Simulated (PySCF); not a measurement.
**Electron correlation in Si (silicon, neutral)**

[Ne] 3s2 3p2, high-spin 3P determinant. Calculation: PySCF 2.14, in cc-pV(D+d)Z; no relativity, point nucleus. Frozen: [Ne]; 4 electrons correlated.

MP2 pair energies summed by pair of shells (mhartree):

```
 pair  energy  share (%)
3s-3p  -26.75       58.8
3s-3s  -14.13       31.1
3p-3p   -4.60       10.1
```

Total MP2 correlation energy: -45.48 mhartree.

Same-spin part -7.70 and opposite-spin part -37.79 mhartree; SCS-MP2 scales them by 1/3 and 6/5 to -47.91 mhartree.

| level | correlation energy (mhartree) |
| --- | --- |
| CCSD | -65.13 |
| (T) | -1.07 |
| CCSD(T) | -66.20 |

Diagnostics: T1 = 0.010, D1 = 0.0265, largest double amplitude 0.107.

Cost of the coupled-cluster step: 0.13 s of wall time on 1 thread of Neoverse-V1 (shared host), for 4 correlated electrons.
